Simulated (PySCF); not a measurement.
## Assignment exercise: C5H11N3OSi

Mapped SMILES: `[CH3:1][O:2][c:3]1[cH:4][n:5][n:6]([SiH:7]([CH3:8])[CH3:9])[n:10]1`. Hydrogens are named by the atom that carries them.

[PySCF: geometry: GFN2-xTB; σ from GIAO-PBE0/pcSseg-1; gas phase; non-relativistic Hamiltonian; one averaged value for each set of equivalent atoms; single conformer]

Shifts are taken against calculated references (same method and geometry level): $^{13}$C and $^{1}$H against TMS.

(1) Assign these signals to the numbered atoms. $^{13}$C{$^{1}$H} NMR (computed): δ 171.5 (C), 127.7 (CH), 57.9 (CH3), -1.4 (CH3).

(2) Assign these signals to the numbered atoms. $^{1}$H NMR (300 MHz, computed): δ 7.37 (s, 1H), 5.51 (sept, 1H), 4.13 (s, 3H), 0.49 (d, 6H).

Answers

(1) 
| δ (ppm) | atoms | environment | reason |
| --- | --- | --- | --- |
| 171.5 | C3 | aromatic carbon bearing oxygen | σ withdrawal by the attached heteroatom moves it downfield of the ring CH carbons |
| 127.7 | C4 | aromatic CH next to a ring nitrogen | – |
| 57.9 | C1 | methyl carbon bonded to O | deshielded by the electronegative neighbour |
| -1.4 | C8/C9 | methyl carbon bonded to Si | an electropositive neighbour leaves it electron-rich and shielded |

(2) 
| δ (ppm) | atoms | environment | reason |
| --- | --- | --- | --- |
| 7.37 | H(C4) | hydrogen on an aromatic CH next to a ring nitrogen | it sits in the deshielding region of the aromatic ring current |
| 5.51 | H(Si7) | hydrogen on a silicon bonded to 2 C, N | – |
| 4.13 | H(C1) | hydrogen on a methyl carbon bonded to O | its carbon carries O, which withdraws density |
| 0.49 | H(C8)/H(C9) | hydrogen on a methyl carbon bonded to Si | an electropositive neighbour shields it, as in TMS itself |

Shifts are as computed. Against solution values, carbons near 30 ppm lie about +3 ppm off and those near 130 ppm about +5 ppm. Of 1211 compounds with measured shifts, 218 miss one by over three times the rms of a fit or turn the order of signals round; such compounds aren't used in these exercises. Multiplicities follow the n + 1 count of equivalent neighbours, as no J values were calculated; m marks all less simple cases, F and P coupling included.
